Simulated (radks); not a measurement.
Valence configurations of B II (all share [He]). Calculated with a radial shooting solver on a logarithmic mesh with Libxc functionals: non-relativistic Kohn-Sham, BLYP, spin-polarised, spherical densities, point nucleus; open shells are filled with parallel spins first. Energies are relative to 2s2; eigenvalues in eV for spin up.

| valence | E (eV) | moment (Bohr magnetons) | e(2p) | e(2s) |
|---|---|---|---|---|
| 2s2 | 0.000 | 0 | - | -19.398 |
| 2s1 2p1 | 4.388 | 2 | -14.315 | -20.519 |
| 2p2 | 10.558 | 2 | -14.364 | - |
| 2s1.5 2p0.5 | 2.599 | 1 | -14.000 | -20.132 |
| 2s0.5 2p1.5 | 7.481 | 2 | -14.342 | -20.512 |

NIST lists [He] 2s2 as the ground configuration; this level of theory agrees among the configurations tried. The energies are those of spherical high-spin densities, not of single terms.
